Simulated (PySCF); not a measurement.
**Quadrupolar nuclei of Ge(NCS)H3 in NMR**

Ge(NCS)H3, CH3GeNS.
Geometry (PBE0-D3(BJ)/def2-SVP, Å), atoms numbered from 1 in this order:
```xyz
7
CH3GeNS angstrom
Ge    -0.0029   -0.0008   -1.1553
N     -0.0124    0.0164    0.6677
C      0.0013    0.0053    1.8593
S      0.0165   -0.0066    3.4387
H      1.4655   -0.0016   -1.5971
H     -0.7365    1.2636   -1.6181
H     -0.7316   -1.2763   -1.5952
```

Computed at PBE0/pcSseg-1 (pcSseg-2 on Ge) (PySCF, non-relativistic):

| atom | environment | nucleus | spin I | Q (b) | CQ = χzz (MHz) | η |
| --- | --- | --- | --- | --- | --- | --- |
| Ge1 | germanium bonded to N and 3 H | 73Ge | 9/2 | -0.196 | -84.495 | 0.001 |
| N2 | nitrogen bonded to C and Ge | 14N | 1 | 0.02044 | 1.415 | 0.001 |
| S4 | sulfur bonded to C | 33S | 3/2 | -0.0678 | -31.641 | 0.000 |

Task: Which field gradients stand behind these couplings (CQ in MHz = 234.96 × Q in b × Vzz in au)?

Result: Vxx = −Vzz(1 − η)/2 and Vyy = −Vzz(1 + η)/2, in au:

```tsv
atom	Vxx (au)	Vyy (au)	Vzz (au)	Vzz (10²¹ V/m²)
Ge1	-0.916	-0.918	1.835	17.83
N2	-0.147	-0.147	0.295	2.86
S4	-0.993	-0.994	1.986	19.30
```

Task: At 21.15 T, set νQ = 3|CQ|/[2I(2I − 1)] beside the Larmor frequency (|g| × 7.62259 MHz/T × B; g(73Ge) = −0.19544, g(14N) = 0.40376, g(33S) = 0.42921), and give PQ = |CQ|√(1 + η²/3).

Result: 
```
atom  PQ (MHz)  νQ (MHz)  ν0 (MHz)  νQ/ν0
 Ge1     84.50     3.521     31.51  0.112
  N2     1.415     2.123     65.09  0.033
  S4     31.64     15.82     69.20  0.229
```

For Ge1: PQ = 84.50 × 1.0000, νQ = 84.50 × 0.0417, ν0 = 1.4897 MHz/T × 21.15 T.

Task: A static spin 1 shows, to first order, a doublet split by νQ with the field along z of the gradient, and by (3/4)|CQ|(1 + η) and (3/4)|CQ|(1 − η) along y and x. Give the last two for 14N.

Result: N2: 1.063 and 1.060 MHz.

Isolated species at its PBE0-D3(BJ)/def2-SVP geometry, gas phase. The calculation is non-relativistic, for germanium too. The basis is small and wasn't made for field gradients, so the couplings can be 20 % off.
